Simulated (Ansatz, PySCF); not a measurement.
Stretching the Be1–H2 bond in BeH2Se (SMILES [BeH][SeH]) (multiplicity 1 held, fragments rigid). Energies count from the point at 1.326 Å.
Geometry at that point (charge 0, multiplicity 1):
```xyz
4

Be    -0.690    -0.761    -1.418
H     -1.209    -1.341    -2.491
Se     0.092     0.160     0.224
H      0.846    -1.065     0.547
```

Unrestricted levels (U-) break spin symmetry where that is lower. Active spaces are followed from a long bond inwards. Curves can end on different states.

Cores are frozen in the correlated methods. Filled d and f shells under p-block atoms count as core. Rows in 3-21G carry no dispersion term and start afresh at each structure; the Pople sets are all-electron and without relativity.

Codes used: Ansatz (a program for electronic structure) with Gaussian orbitals; PySCF for 3-21G rows. 

Energies in kcal/mol.

| R (Å) | R-HF/3-21G | U-PBE/aug-cc-pVTZ | U-MP2/aug-cc-pVTZ | U-CCSD(T)/aug-cc-pVTZ | FIC-MRCISD+Q on CASSCF(2,2)/aug-cc-pVTZ |
|---|---|---|---|---|---|
| 1.061 | 20.8 | 19.6 | 19.2 | 19.4 | 19.3 |
| 1.193 | 4.4 | 4.3 | 3.9 | 4.0 | 4.0 |
| 1.326 | 0.0 | 0.0 | 0.0 | 0.0 | 0.0 |
| 1.458 | 2.6 | 2.2 | 2.7 | 2.5 | 2.5 |
| 1.591 | 9.3 | 7.9 | 9.2 | 8.6 | 8.7 |
| 1.790 | 22.9 | 19.8 | 22.3 | 21.0 | 21.1 |
| 1.988 | 38.2 | 33.0 | 36.8 | 34.4 | 34.5 |
| 2.320 | 63.8 | 53.9 | 66.5 | 55.2 | 55.1 |
| 2.651 | 87.6 | 71.4 | 80.8 | 71.5 | 71.1 |
| 3.049 | 112.4 | 83.1 | 87.4 | 84.5 | 83.5 |
| 3.579 | 139.1 | 88.7 | 90.2 | 92.4 | 91.1 |
| 4.242 | 163.6 | 90.1 | 91.0 | 94.2 | 93.9 |

Doubts at one or more of the structures used: a restricted determinant that unrestricted orbitals would lower (R-HF/3-21G); a spin-contaminated determinant (U-PBE/aug-cc-pVTZ, U-MP2/aug-cc-pVTZ, U-CCSD(T)/aug-cc-pVTZ); T1 above 0.05 (U-CCSD(T)/aug-cc-pVTZ).
